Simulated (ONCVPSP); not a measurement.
**scandium (Sc): from the effect back to the setting (ONCV)**

Base potential:

Sc, optimised norm-conserving Vanderbilt (ONCV), made with ONCVPSP 4.0.1 (LDA (Perdew-Wang 92), scalar-relativistic). Core [Ne], reference 3s2 3p6 3d1 4s1.75 4p0.25. Waves: 3s+4s: rc 1.50 bohr, ncon 4, nbas 9, qcut 8.2 1/bohr, 2 projectors; 3p+4p: rc 1.90 bohr, ncon 5, nbas 9, qcut 6.7 1/bohr, 2 projectors; 3d: rc 2.65 bohr, ncon 5, nbas 8, qcut 5.7 1/bohr, 2 projectors, debl 1.9 Ha. Local part: polynomial inside 1.30 bohr (lpopt 2, dvloc0 0 Ha). Core correction: polynomial model core, fcfact 0.55.

Cutoffs, loose and tight: the cutoffs (Ha) at which the residual kinetic energy of the hardest occupied pseudo-wave falls to 1 and 0.1 mHa per electron. They do not see the model core or the augmentation charge, which bear on the density cutoff. Test errors are all-electron minus pseudo excitation energies from the reference, over the configurations 3s2 3p6 3d1 4s2 4p0; 3s2 3p6 3d1 4s1 4p0; 3s2 3p6 3d1 4s0 4p0; 3s2 3p6 3d1 4s1.5 4p0; variants that change the core or the reference have their own tests.

Only the scale of all radii but the core radius (base = 1) is moved:

```csv
scale of all radii but the core radius (base = 1),"cutoff, loose","cutoff, tight",bound ghosts,largest test error (meV)
0.8,36 Ha,48 Ha,none,-0.4
0.85,26 Ha,41 Ha,none,-0.5
0.89,25 Ha,36 Ha,none,-0.7
0.97,24 Ha,28 Ha,none,-1.3
1.04,22 Ha,26 Ha,none,-2.3
1.09,21 Ha,25 Ha,none,-3.4
1.2,18 Ha,23 Ha,none,-7.0
1.26,17 Ha,21 Ha,none,-10
1.34,15 Ha,20 Ha,none,-15
```

Q: One more run gave cutoff, loose: 19 Ha; cutoff, tight: 24 Ha; bound ghosts: none; largest test error (meV): -5.1. Which value of the scale of all radii but the core radius (base = 1) was used?

A: 1.15. The loose cutoff moves one way along this sweep, from 36 Ha at 0.8 to 15 Ha at 1.34, which places the run between 1.09 and 1.2.
